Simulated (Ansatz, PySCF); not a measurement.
This Ansatz (a first-principles code) input computes a B3LYP/def2-TZVPD energy:

Ansatz 0.2 input:
```yaml
crystal:
  periodic: [false, false, false]
  atoms:
    - {symbol: Si, position_ang: [0.14772888, -0.11706233, 0.02557506]}
    - {symbol: O, position_ang: [-0.64749018, -1.17593050, 0.95385399]}
    - {symbol: N, position_ang: [-1.40149706, 0.96059611, -0.23604641]}
    - {symbol: N, position_ang: [1.27810582, 0.81888209, 0.82603003]}
    - {symbol: N, position_ang: [0.61911677, -0.50669730, -1.53493441]}
    - {symbol: H, position_ang: [-0.26923719, -2.00886887, 1.25120982]}
    - {symbol: H, position_ang: [-1.19074010, 1.79125610, -0.78957472]}
    - {symbol: H, position_ang: [-2.15203317, 0.45436562, -0.70908737]}
    - {symbol: H, position_ang: [1.99468797, 1.36310547, 0.37214521]}
    - {symbol: H, position_ang: [1.38386905, 0.80404353, 1.82850887]}
    - {symbol: H, position_ang: [0.06155628, -1.04604748, -2.17967933]}
    - {symbol: H, position_ang: [1.58970226, -0.49188319, -1.80987302]}
    - {symbol: H, position_ang: [-1.77616669, 1.27087938, 0.66212319]}
basis:
  gaussian:
    orbitals: def2-TZVPD
hamiltonian:
  xc: {name: B3LYP}
total_charge: 1
output: {forces: true}
```

Problem. Write an input for the same energy in PySCF and say what it gives.

Solution. 
```python
from pyscf import gto, scf, dft

mol = gto.M(
    atom='''
    Si    0.14772888   -0.11706233    0.02557506
    O    -0.64749018   -1.17593050    0.95385399
    N    -1.40149706    0.96059611   -0.23604641
    N     1.27810582    0.81888209    0.82603003
    N     0.61911677   -0.50669730   -1.53493441
    H    -0.26923719   -2.00886887    1.25120982
    H    -1.19074010    1.79125610   -0.78957472
    H    -2.15203317    0.45436562   -0.70908737
    H     1.99468797    1.36310547    0.37214521
    H     1.38386905    0.80404353    1.82850887
    H     0.06155628   -1.04604748   -2.17967933
    H     1.58970226   -0.49188319   -1.80987302
    H    -1.77616669    1.27087938    0.66212319
    ''',
    basis='def2-tzvpd',
    charge=1,
    spin=0,
    verbose=4,
)

mf = dft.RKS(mol, xc='b3lyp').density_fit(auxbasis='def2-universal-jkfit')
mf.grids.level = 3
mf.conv_tol = 1e-9
mf.max_cycle = 100
mf.max_memory = 1500
mf.kernel()
if not mf.converged:
    mf = mf.newton()
    mf.kernel(mf.make_rdm1())
mf.analyze()
```
It gives -533.86467 Eh, and Ansatz -533.86455 Eh, a difference of 0.12 mEh, from the treatment of integrals and grids.

It need not be the lowest isomer of its formula.
